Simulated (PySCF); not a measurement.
**Electron correlation in C²⁺ (carbon, charge +2)**

[He] 2s1 3d1, high-spin 3D determinant (an excited configuration). Calculation: PySCF 2.14, in dyall-acv3z; the spin-free X2C one-electron Hamiltonian (Gaussian nucleus). Frozen: 1s2; 2 electrons correlated; the 13 highest virtual orbitals of each spin left out.

With two correlated electrons CCSD is exact within the correlated space (frozen core and kept virtual orbitals).

| level | correlation energy (mhartree) |
| --- | --- |
| CCSD | -10.63 |

Diagnostics: T1 = 0.0060, D1 = 0.0117, largest double amplitude 0.090.

The outer electron is Rydberg-like, and this basis confines it to a smaller radius and binds it less than a complete one would.

Cost of the coupled-cluster step: roughly 3 core-seconds, for 2 correlated electrons.

Iterations:

```
CC2 = 0
CCSD nocc = (np.int64(2), np.int64(0)), nmo = (62, 62)
frozen orbitals [[0, 63, 64, 65, 66, 67, 68, 69, 70, 71, 72, 73, 74, 75], [0, 63, 64, 65, 66, 67, 68, 69, 70, 71, 72, 73, 74, 75]]
max_cycle = 100
direct = 0
conv_tol = 1e-08
conv_tol_normt = 1e-06
diis_space = 8
diis_start_cycle = 0
Init t2, MP2 energy = -0.00501283217026901
Init E_corr(UCCSD) = -0.005012832170327
cycle = 1  E_corr(UCCSD) = -0.00716811806184003  dE = -0.00215528589  norm(t1,t2) = 0.0303488
cycle = 2  E_corr(UCCSD) = -0.00831845291169253  dE = -0.00115033485  norm(t1,t2) = 0.0199226
cycle = 3  E_corr(UCCSD) = -0.0103367723659854  dE = -0.00201831945  norm(t1,t2) = 0.0141673
cycle = 4  E_corr(UCCSD) = -0.0105793758051748  dE = -0.000242603439  norm(t1,t2) = 0.00487389
cycle = 5  E_corr(UCCSD) = -0.0106384354623049  dE = -5.90596571e-05  norm(t1,t2) = 0.000591728
cycle = 6  E_corr(UCCSD) = -0.0106230585260463  dE = 1.53769363e-05  norm(t1,t2) = 0.000100215
cycle = 7  E_corr(UCCSD) = -0.0106312467396326  dE = -8.18821359e-06  norm(t1,t2) = 4.22362e-05
cycle = 8  E_corr(UCCSD) = -0.0106285381945722  dE = 2.70854506e-06  norm(t1,t2) = 1.76378e-05
cycle = 9  E_corr(UCCSD) = -0.0106285345346623  dE = 3.65990986e-09  norm(t1,t2) = 4.54459e-06
cycle = 10  E_corr(UCCSD) = -0.01062847537557  dE = 5.91590924e-08  norm(t1,t2) = 4.04942e-06
cycle = 11  E_corr(UCCSD) = -0.0106284566382887  dE = 1.87372813e-08  norm(t1,t2) = 2.16739e-07
cycle = 12  E_corr(UCCSD) = -0.0106284560799161  dE = 5.58372631e-10  norm(t1,t2) = 4.47249e-07
UCCSD converged
E(UCCSD) = -35.26812695408439  E_corr = -0.01062845607991607
```
